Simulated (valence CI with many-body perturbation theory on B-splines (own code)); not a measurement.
# Forbidden lines of Tm XLVI

Method: relativistic CI+MBPT: six valence electrons over a frozen Dirac-Fock core [Ar], a basis of 7 s, 7 p, 8 d, 6 f, 4 g, 1 h functions for each j, with the one-electron correlation potential Σ1 (screened to all orders), the two-electron term Σ2, the three-electron term Σ3, Breit, model QED; selected single and double excitations, second order for the rest, scaled by the run's own slope (own B-spline code, finite nucleus).

The last digits are not significant, and no measured levels were compared; by estimate large intervals hold to a few tenths of a per cent, small ones and those within an open d or f shell to about a per cent. Core correlation moves these levels by up to 12000 cm⁻¹, and in measured spectra 5 to 20 % of such shifts remained as error; rates that hang on mixing are uncertain with them. Among the levels kept, up to 1000 cm⁻¹ of a level comes from second order outside the variational space, and about a tenth of that is noise between levels of different J, which matters for small intervals. Only levels of the ground parity were solved; by the run's estimate the other parity begins above the list, which can be wrong where configurations are misplaced.

Lines 51 to 100 of 115 in falling wavelength, among levels below 216.20 eV, chosen from the decays that carry over 1 % of a level's rate. Wavelengths and rates use the calculated energies. Electric multipoles are in the length gauge with retardation, E1 and E2 with the static RPA response of the core. M1 uses the relativistic operator with retardation. S is in atomic units (e²a₀⁴ for E2 and M2, e²a₀⁶ for E3), for M1 in squared Bohr magnetons. Weak lines are less certain than strong ones. Lines between different terms over intervals too small for the method are left out, as are lines whose strength nearly cancels. The highest levels of a list are the least certain.

Levels are named by their leading jj configuration (3d3/2^4 stands for four electrons in 3d with j = 3/2), which in mixed levels can hold well under half, so a name can repeat and another be missing. Letters in brackets count levels of one name in rising energy.

```tsv
λ vac (nm)	Upper	Lower	Type	A (s⁻¹)	S (a.u.)
25.14	(3d3/2^2 3d5/2^4) J=5	(3d3/2^3 3d5/2^3) J=5	M1	3.37e+05	2.18e+00
24.70	(3d3/2^3 3d5/2^3) J=1 [b]	(3d3/2^4 3d5/2^2) J=0	M1	4.58e+05	7.67e-01
24.45	(3d3/2 3d5/2^5) J=2	(3d3/2^2 3d5/2^4) J=2 [b]	M1	4.95e+05	1.34e+00
24.34	(3d3/2 3d5/2^5) J=4	(3d3/2^2 3d5/2^4) J=3 [b]	M1	4.73e+05	2.28e+00
24.21	(3d3/2^2 3d5/2^4) J=2 [c]	(3d3/2^3 3d5/2^3) J=1 [b]	M1	3.11e+05	8.17e-01
24.09	(3d3/2^3 3d5/2^3) J=2 [a]	(3d3/2^4 3d5/2^2) J=2	M1	7.32e+05	1.90e+00
24.02	(3d3/2 3d5/2^5) J=1	(3d3/2^2 3d5/2^4) J=0 [a]	M1	8.84e+05	1.36e+00
23.98	(3d3/2^2 3d5/2^4) J=2 [c]	(3d3/2^3 3d5/2^3) J=2 [b]	M1	6.64e+05	1.70e+00
23.75	(3d3/2^2 3d5/2^4) J=1	(3d3/2^3 3d5/2^3) J=2 [a]	M1	2.29e+05	3.41e-01
23.67	(3d3/2^3 3d5/2^3) J=5	(3d3/2^4 3d5/2^2) J=4	M1	2.31e+05	1.25e+00
23.67	(3d3/2^3 3d5/2^3) J=6	(3d3/2^4 3d5/2^2) J=4	E2	7.92e+00	6.82e-05
23.61	(3d3/2^2 3d5/2^4) J=6	(3d3/2^3 3d5/2^3) J=6	M1	5.18e+05	3.29e+00
23.61	(3d3/2^2 3d5/2^4) J=6	(3d3/2^3 3d5/2^3) J=5	M1	2.16e+05	1.37e+00
23.54	(3d3/2^2 3d5/2^4) J=4 [b]	(3d3/2^3 3d5/2^3) J=3 [b]	M1	1.88e+05	8.17e-01
23.52	(3d3/2^3 3d5/2^3) J=3 [b]	(3d3/2^4 3d5/2^2) J=2	M1	1.09e+05	3.68e-01
23.50	(3d3/2^2 3d5/2^4) J=4 [a]	(3d3/2^3 3d5/2^3) J=4 [a]	M1	1.71e+06	7.41e+00
23.41	(3d3/2^2 3d5/2^4) J=4 [c]	(3d3/2^3 3d5/2^3) J=3 [c]	M1	5.24e+05	2.24e+00
23.22	(3d3/2 3d5/2^5) J=2	(3d3/2^2 3d5/2^4) J=1	M1	8.05e+05	1.87e+00
23.16	(3d3/2 3d5/2^5) J=3	(3d3/2^2 3d5/2^4) J=4 [b]	M1	3.23e+05	1.04e+00
23.11	(3d3/2^2 3d5/2^4) J=2 [b]	(3d3/2^3 3d5/2^3) J=3 [b]	M1	3.29e+05	7.53e-01
22.71	(3d3/2 3d5/2^5) J=1	(3d3/2^2 3d5/2^4) J=2 [a]	M1	3.63e+06	4.74e+00
22.67	(3d3/2^2 3d5/2^4) J=4 [a]	(3d3/2^3 3d5/2^3) J=3 [a]	M1	2.61e+04	1.01e-01
22.59	(3d3/2^2 3d5/2^4) J=2 [b]	(3d3/2^3 3d5/2^3) J=2 [a]	M1	5.85e+05	1.25e+00
22.21	(3d3/2^2 3d5/2^4) J=4 [c]	(3d3/2^3 3d5/2^3) J=4 [b]	M1	4.11e+05	1.50e+00
22.14	(3d3/2^2 3d5/2^4) J=3 [a]	(3d3/2^3 3d5/2^3) J=4 [a]	M1	7.07e+05	1.99e+00
21.95	(3d3/2^2 3d5/2^4) J=5	(3d3/2^3 3d5/2^3) J=4 [a]	M1	6.56e+04	2.83e-01
21.83	(3d3/2 3d5/2^5) J=4	(3d3/2^2 3d5/2^4) J=5	M1	1.00e+06	3.49e+00
21.64	(3d3/2 3d5/2^5) J=4	(3d3/2^2 3d5/2^4) J=3 [a]	M1	3.89e+04	1.32e-01
21.41	(3d3/2^2 3d5/2^4) J=3 [a]	(3d3/2^3 3d5/2^3) J=3 [a]	M1	8.65e+05	2.20e+00
21.30	(3d3/2 3d5/2^5) J=3	(3d3/2^2 3d5/2^4) J=3 [b]	M1	3.70e+05	9.29e-01
20.81	(3d3/2^3 3d5/2^3) J=3 [b]	(3d3/2^4 3d5/2^2) J=4	M1	4.04e+05	9.46e-01
20.72	(3d3/2^2 3d5/2^4) J=4 [b]	(3d3/2^3 3d5/2^3) J=5	M1	7.26e+05	2.16e+00
20.49	(3d3/2 3d5/2^5) J=4	(3d3/2^2 3d5/2^4) J=4 [a]	M1	1.64e+06	4.72e+00
20.24	(3d5/2^6) J=0	(3d3/2 3d5/2^5) J=1	M1	6.01e+06	1.85e+00
20.09	(3d3/2^3 3d5/2^3) J=0	(3d3/2^4 3d5/2^2) J=2	E2	1.38e+03	4.02e-04
19.89	(3d3/2^2 3d5/2^4) J=3 [b]	(3d3/2^3 3d5/2^3) J=4 [a]	M1	1.53e+05	3.12e-01
19.77	(3d3/2 3d5/2^5) J=2	(3d3/2^2 3d5/2^4) J=3 [a]	M1	1.14e+06	1.63e+00
19.71	(3d3/2^2 3d5/2^4) J=1	(3d3/2^3 3d5/2^3) J=1 [a]	M1	6.21e+05	5.29e-01
19.39	(3d3/2^2 3d5/2^4) J=2 [c]	(3d3/2^3 3d5/2^3) J=3 [b]	M1	8.35e+04	1.13e-01
19.21	(3d3/2 3d5/2^5) J=3	(3d3/2^2 3d5/2^4) J=3 [a]	M1	1.05e+06	1.93e+00
19.09	(3d3/2^3 3d5/2^3) J=2 [b]	(3d3/2^4 3d5/2^2) J=2	M1	1.32e+05	1.70e-01
19.02	(3d3/2^2 3d5/2^4) J=2 [c]	(3d3/2^3 3d5/2^3) J=2 [a]	M1	1.10e+05	1.40e-01
18.95	(3d3/2^3 3d5/2^3) J=1 [b]	(3d3/2^4 3d5/2^2) J=2	M1	7.31e+04	5.53e-02
18.90	(3d3/2^2 3d5/2^4) J=2 [b]	(3d3/2^3 3d5/2^3) J=1 [a]	M1	1.43e+04	1.79e-02
18.33	(3d3/2^3 3d5/2^3) J=3 [c]	(3d3/2^4 3d5/2^2) J=2	M1	1.88e+05	3.00e-01
18.29	(3d3/2 3d5/2^5) J=3	(3d3/2^2 3d5/2^4) J=4 [a]	M1	2.61e+05	4.15e-01
18.26	(3d3/2^2 3d5/2^4) J=4 [c]	(3d3/2^3 3d5/2^3) J=3 [b]	M1	1.30e+04	2.64e-02
17.98	(3d3/2^2 3d5/2^4) J=4 [b]	(3d3/2^3 3d5/2^3) J=3 [a]	M1	8.27e+04	1.61e-01
17.79	(3d3/2^2 3d5/2^4) J=2 [d]	(3d3/2^3 3d5/2^3) J=3 [c]	M1	3.15e+05	3.29e-01
17.73	(3d3/2^2 3d5/2^4) J=2 [b]	(3d3/2^3 3d5/2^3) J=3 [a]	M1	2.28e+05	2.36e-01
```
